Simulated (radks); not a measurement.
Results of a calculation; reference values are marked as such.
Task: Ta64+, 9 electrons, occupied as [He] 2s2 2p4 4f1 (not the ground configuration). Level of theory: non-relativistic Kohn-Sham, PBE, spin-polarised, spherical densities, point nucleus; open shells are filled with parallel spins first (spin-orbit coupling, left out, can overturn this in heavy ions); relativity is left out, which matters for an element this heavy (a radial shooting solver on a logarithmic mesh with Libxc functionals). Some entries of the table are withheld. Estimate them.

orbital  occ.  eigenvalue (eV)  <r^2> (bohr^2)  <1/r> (bohr^-1)
1s up       1        -68114.72       0.0005737            72.52
1s down     1        -68084.59       0.0005732            72.55
2s up       1        -15682.07        0.008514            17.49
2s down     1        -15632.91        0.008534            17.46
2p up       3        -15399.02        0.006234            17.45
2p down     1        -15338.63        0.006254            17.43
4f up       1        -3567.826             (1)            4.086

Result: 
(1) 4f up <r^2> (bohr^2): 0.08447
